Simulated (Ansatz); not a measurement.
Steps of a relaxation of `CSBO[SiH3]` with RKS PBE-D4/def2-SVP.

```sh
$ ansatz run in.yaml --threads 4 --pin off --events-out ev --progress --plain --max-ram 10444MiB
```

```yaml
crystal:
  periodic: [false, false, false]
  atoms:
    - {symbol: C, position_ang: [-2.015800, 0.261800, 1.393100]}
    - {symbol: S, position_ang: [-0.326600, -0.166300, 1.620000]}
    - {symbol: B, position_ang: [-0.108200, -0.685200, -0.190900]}
    - {symbol: O, position_ang: [0.397300, 0.309000, -1.185800]}
    - {symbol: Si, position_ang: [2.040400, 0.193400, -1.292500]}
    - {symbol: H, position_ang: [-2.657900, -0.555300, 1.048100]}
    - {symbol: H, position_ang: [-2.448200, 0.672400, 2.349400]}
    - {symbol: H, position_ang: [-2.104300, 1.138400, 0.624100]}
    - {symbol: H, position_ang: [-0.320400, -1.778500, -0.460500]}
    - {symbol: H, position_ang: [2.640100, 0.539300, 0.050200]}
    - {symbol: H, position_ang: [2.439900, -1.152800, -1.660100]}
    - {symbol: H, position_ang: [2.540700, 1.168600, -2.261200]}
basis:
  gaussian: {orbitals: def2-SVP}
hamiltonian: {xc: pbe, dispersion: d4}
relax: {f_tol: 0.03, max_steps: 200}
```

Positions (Å) and forces (eV/Å) along the path, 12 of 28 steps:

```xyz
12
step=1 energy=-22566.0940 eV
C    -2.016    0.262    1.393   -1.658    2.457   -0.868
S    -0.327   -0.166    1.620    1.658   -0.523   -0.404
B    -0.108   -0.685   -0.191    1.113    3.990   -0.460
O     0.397    0.309   -1.186   -2.401   -2.495    2.335
Si    2.040    0.193   -1.292    1.261    0.821    0.614
H    -2.658   -0.555    1.048   -0.280   -0.427   -0.089
H    -2.448    0.672    2.349    0.325   -0.348   -0.379
H    -2.104    1.138    0.624   -0.075   -1.155    1.003
H    -0.320   -1.778   -0.461   -0.426   -1.692   -0.861
H     2.640    0.539    0.050    0.048   -0.100   -0.045
H     2.440   -1.153   -1.660    0.297   -0.955   -0.289
H     2.541    1.169   -2.261    0.137    0.427   -0.558
12
step=5 energy=-22567.2123 eV
C    -2.166    0.234    1.473    0.123   -0.299    0.107
S    -0.304    0.262    1.444   -0.490    0.051   -0.354
B    -0.202   -0.445   -0.257   -0.263   -0.217   -0.140
O     0.624    0.079   -1.211    0.315   -0.484    0.337
Si    2.318    0.129   -1.301   -0.196    0.074   -0.207
H    -2.564   -0.766    1.172    0.157    0.260    0.074
H    -2.507    0.468    2.501    0.080   -0.020   -0.018
H    -2.543    1.011    0.779   -0.033   -0.064    0.089
H    -0.925   -1.431   -0.532    0.169    0.658    0.033
H     2.908    0.536    0.020    0.011    0.005   -0.008
H     2.783   -1.253   -1.676    0.087    0.080    0.025
H     2.655    1.119   -2.379    0.041   -0.045    0.062
12
step=6 energy=-22567.3819 eV
C    -2.192    0.213    1.512    0.310    0.153   -0.125
S    -0.339    0.371    1.350   -0.459   -0.033   -0.203
B    -0.228   -0.411   -0.304   -0.407   -0.083   -0.119
O     0.682   -0.031   -1.249    0.145   -0.388    0.332
Si    2.366    0.104   -1.307   -0.121    0.039    0.012
H    -2.530   -0.800    1.207    0.054    0.102    0.072
H    -2.483    0.423    2.560    0.088   -0.055   -0.037
H    -2.642    0.980    0.842   -0.029   -0.219    0.223
H    -1.067   -1.296   -0.561    0.268    0.467   -0.067
H     2.921    0.547    0.019   -0.012   -0.004   -0.010
H     2.893   -1.251   -1.661    0.134   -0.039   -0.010
H     2.697    1.095   -2.373    0.029    0.060   -0.068
12
step=7 energy=-22567.5107 eV
C    -2.181    0.209    1.548    0.252    0.155   -0.154
S    -0.356    0.418    1.247   -0.404   -0.048   -0.130
B    -0.274   -0.387   -0.389   -0.206   -0.120   -0.226
O     0.720   -0.138   -1.294   -0.002   -0.349    0.237
Si    2.396    0.077   -1.305   -0.240    0.106    0.284
H    -2.509   -0.813    1.270    0.045    0.067    0.064
H    -2.393    0.407    2.617    0.083   -0.049   -0.055
H    -2.715    0.957    0.921    0.018   -0.172    0.186
H    -1.179   -1.187   -0.685    0.252    0.400   -0.001
H     2.830    0.579    0.048    0.083    0.003   -0.071
H     3.029   -1.257   -1.573    0.061    0.035   -0.073
H     2.709    1.080   -2.370    0.057   -0.029   -0.061
12
step=17 energy=-22567.6772 eV
C    -2.125    0.354    1.489   -0.135   -0.011    0.093
S    -0.410    0.599    0.893   -0.026   -0.104   -0.117
B    -0.295   -0.608   -0.467   -0.059    0.066    0.064
O     0.843   -0.738   -1.205    0.071    0.029    0.033
Si    2.359    0.029   -1.190   -0.008    0.001   -0.077
H    -2.554   -0.572    1.046    0.059    0.153    0.070
H    -2.108    0.262    2.598   -0.008    0.013   -0.214
H    -2.752    1.228    1.206    0.108   -0.149    0.049
H    -1.257   -1.318   -0.727    0.049    0.033    0.031
H     2.728    0.433    0.213    0.003   -0.022   -0.043
H     3.348   -0.963   -1.735   -0.054    0.055    0.044
H     2.301    1.239   -2.086    0.000   -0.063    0.067
12
step=18 energy=-22567.6779 eV
C    -2.131    0.367    1.478   -0.125   -0.003    0.088
S    -0.424    0.623    0.865   -0.043   -0.059   -0.130
B    -0.293   -0.615   -0.465   -0.031   -0.085    0.203
O     0.853   -0.758   -1.186    0.058    0.061   -0.040
Si    2.358    0.028   -1.192    0.010    0.001   -0.005
H    -2.574   -0.534    1.001    0.056    0.134    0.072
H    -2.101    0.227    2.582   -0.006    0.024   -0.211
H    -2.752    1.259    1.241    0.107   -0.152    0.040
H    -1.232   -1.370   -0.681    0.036    0.101   -0.024
H     2.755    0.406    0.210   -0.014   -0.005   -0.037
H     3.351   -0.946   -1.760   -0.060    0.057    0.000
H     2.268    1.257   -2.058    0.012   -0.073    0.045
12
step=20 energy=-22567.6838 eV
C    -2.140    0.384    1.461   -0.080    0.003    0.071
S    -0.446    0.659    0.821   -0.008   -0.090   -0.083
B    -0.277   -0.650   -0.432   -0.075    0.056    0.033
O     0.871   -0.789   -1.153    0.036   -0.001    0.028
Si    2.360    0.024   -1.184   -0.016    0.021   -0.024
H    -2.600   -0.488    0.951    0.037    0.081    0.047
H    -2.089    0.191    2.554   -0.014    0.023   -0.137
H    -2.756    1.290    1.279    0.079   -0.107    0.018
H    -1.211   -1.412   -0.639    0.061    0.042    0.027
H     2.792    0.378    0.213   -0.004   -0.017   -0.027
H     3.346   -0.912   -1.819   -0.017    0.012    0.018
H     2.226    1.269   -2.017    0.001   -0.023    0.029
12
step=21 energy=-22567.6865 eV
C    -2.140    0.392    1.451   -0.010   -0.001    0.000
S    -0.455    0.669    0.795    0.012    0.011    0.001
B    -0.275   -0.660   -0.426   -0.001   -0.005   -0.001
O     0.880   -0.808   -1.136    0.000   -0.003   -0.004
Si    2.358    0.023   -1.180   -0.007   -0.001    0.005
H    -2.604   -0.476    0.945   -0.003    0.002    0.001
H    -2.082    0.199    2.539    0.000    0.001   -0.003
H    -2.754    1.296    1.274    0.000   -0.001    0.000
H    -1.199   -1.434   -0.616    0.008   -0.002    0.000
H     2.815    0.343    0.215    0.004   -0.003    0.000
H     3.338   -0.887   -1.855   -0.002    0.002   -0.004
H     2.196    1.288   -1.974   -0.004    0.000    0.004
12
step=22 energy=-22567.6876 eV
C    -2.144    0.404    1.438    0.009   -0.001   -0.020
S    -0.465    0.684    0.768    0.018    0.018    0.007
B    -0.268   -0.677   -0.412    0.016   -0.008   -0.002
O     0.890   -0.829   -1.116   -0.010   -0.010   -0.012
Si    2.356    0.022   -1.176    0.017    0.010    0.003
H    -2.615   -0.455    0.926   -0.016   -0.017   -0.006
H    -2.078    0.199    2.522    0.003   -0.004    0.028
H    -2.755    1.312    1.276   -0.018    0.021   -0.003
H    -1.180   -1.469   -0.581    0.000   -0.002   -0.001
H     2.846    0.303    0.218    0.000   -0.003   -0.019
H     3.329   -0.857   -1.904   -0.020    0.018    0.010
H     2.160    1.310   -1.925    0.001   -0.020    0.016
12
step=23 energy=-22567.6879 eV
C    -2.151    0.423    1.417    0.017   -0.001   -0.027
S    -0.479    0.706    0.729    0.017   -0.021   -0.017
B    -0.256   -0.705   -0.390    0.017    0.012    0.010
O     0.907   -0.861   -1.086   -0.009   -0.013   -0.015
Si    2.354    0.019   -1.169    0.058    0.034   -0.016
H    -2.632   -0.426    0.897   -0.020   -0.021   -0.005
H    -2.074    0.202    2.497    0.003   -0.005    0.035
H    -2.757    1.337    1.274   -0.022    0.025   -0.004
H    -1.151   -1.524   -0.527    0.007    0.019    0.007
H     2.898    0.239    0.219   -0.015   -0.005   -0.069
H     3.312   -0.808   -1.982   -0.072    0.059    0.055
H     2.105    1.343   -1.846    0.018   -0.082    0.046
12
step=25 energy=-22567.6890 eV
C    -2.150    0.422    1.416    0.000    0.003   -0.004
S    -0.472    0.697    0.739   -0.006    0.016    0.002
B    -0.256   -0.702   -0.394    0.024   -0.035    0.026
O     0.905   -0.860   -1.090   -0.008   -0.003   -0.014
Si    2.354    0.019   -1.169   -0.006    0.007    0.012
H    -2.625   -0.441    0.912    0.002   -0.003    0.000
H    -2.082    0.226    2.503    0.002    0.001    0.002
H    -2.760    1.330    1.249   -0.005    0.002   -0.001
H    -1.152   -1.519   -0.528   -0.008    0.013   -0.013
H     2.905    0.228    0.213    0.000    0.000    0.005
H     3.303   -0.800   -1.987    0.005   -0.004   -0.013
H     2.106    1.345   -1.829    0.000    0.003   -0.001
12
step=28 energy=-22567.6899 eV
C    -2.153    0.437    1.397   -0.015   -0.001    0.011
S    -0.474    0.705    0.717   -0.006   -0.005    0.006
B    -0.244   -0.725   -0.374   -0.001    0.010   -0.004
O     0.918   -0.888   -1.070    0.005   -0.002    0.002
Si    2.351    0.016   -1.160    0.007    0.007    0.000
H    -2.615   -0.452    0.926    0.012    0.019    0.010
H    -2.087    0.286    2.492   -0.001    0.006   -0.029
H    -2.773    1.330    1.189    0.011   -0.021    0.004
H    -1.136   -1.548   -0.493   -0.003   -0.005    0.000
H     2.963    0.142    0.207   -0.005   -0.001   -0.012
H     3.269   -0.737   -2.075   -0.006    0.006    0.005
H     2.058    1.380   -1.721    0.003   -0.013    0.005
```

Hardware: 4 threads of an Arm Neoverse V1 on a shared host. Wall time 39 s, peak host memory 0.19 GiB.
